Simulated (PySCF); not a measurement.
C6H6F2.
Cartesian coordinates in Å at the PBE0-D3(BJ)/def2-SVP level; atoms count from 1:
```
atom  x, y, z in Å
C1    -2.0287    0.2322   -0.8622
C2    -0.9515   -0.7041   -0.3237
C3    -0.1172   -0.0844    0.7581
C4     1.1957    0.1171    0.6630
C5     2.4793    0.5720    1.1620
F6     3.1186    1.1288    2.1436
C7     2.4704    0.0305   -0.0326
F8     3.0971   -0.3421   -1.1064
H9    -1.5803    1.1298   -1.3157
H10   -2.6509   -0.2623   -1.6246
H11   -2.6976    0.5718   -0.0551
H12   -0.2950   -1.0304   -1.1480
H13   -1.4331   -1.6235    0.0576
H14   -0.6173    0.2486    1.6731
```

Method: PySCF 2.14.0, PBE0-D3(BJ)/def2-SVP geometry optimisation, gas phase.

Masses are those of the commonest isotopes; rigid-rotor values at the optimised geometry. The values belong to one conformer with, in the numbering `[CH3:1][CH2:2][CH:3]=[C:4]1[C:5]([F:6])=[C:7]1[F:8]`, C1–C2–C3–C4 -118°.

Problem. Give the principal moments of inertia and the rotational constants in MHz.

Solution. Ia = 151.35, Ib = 481.56, Ic = 602.10 u·Å²; 505379 MHz·u·Å²/I gives A = 3339, B = 1049, C = 839.4 MHz.

Problem. What kind of rotor is it?

Solution. An asymmetric top; Ray's κ = -0.832.

Problem. Is it planar, by Δ = Ic − Ia − Ib?

Solution. Not planar: Δ = Ic − Ia − Ib = -30.81 u·Å². For a rigid frame Δ = −2 Σ m c², so Σ m c² = 15.40 u·Å² lies off the ab plane: 5.76 from hydrogen and 9.65 from heavier atoms. The atom farthest from that plane is 1.60 Å away.

Problem. Which lines would a microwave search look for?

Solution. The dipole components are |μa| = 0.35 D, |μb| = 0.16 D, |μc| = 0.04 D. The squared components, which scale the intensities, stand as 1.00 : 0.21 : 0.01 (a : b : c). Some lines, for components of 0.1 D or more:

| type | branch | J(Ka,Kc) | MHz | lower level (cm⁻¹) |
| --- | --- | --- | --- | --- |
| a | Q | 2(1,1) ← 2(1,2) | 630 | 0.258 |
| b | R | 2(0,2) ← 1(1,1) | 1474 | 0.139 |
| a | R | 1(0,1) ← 0(0,0) | 1889 | 0.000 |
| b | Q | 3(1,2) ← 3(0,3) | 3085 | 0.376 |
| a | R | 2(1,2) ← 1(1,1) | 3568 | 0.139 |
| b | R | 1(1,1) ← 0(0,0) | 4179 | 0.000 |
| a | R | 3(1,3) ← 2(1,2) | 5343 | 0.258 |
| b | R | 2(1,2) ← 1(0,1) | 5857 | 0.063 |
| b | R | 3(1,3) ← 2(0,2) | 7436 | 0.189 |
| b | Q | 2(2,1) ← 2(1,2) | 7499 | 0.258 |

Problem. Estimate the classical rotational partition function at 10 K, 25 K and 100 K.

Solution. Point group C1, symmetry number σ = 1; q = (√π/σ)·√((kT/h)³/(ABC)), k/h = 20836.6 MHz/K: 3110 at 10 K, 12300 at 25 K, 98300 at 100 K.

Stationary, but not proved a minimum. These are rigid-rotor constants of the computed structure; measured ground-state constants (B0) also hold zero-point vibration. A rigid rotor knows nothing of internal rotation, which can split or shift real lines.
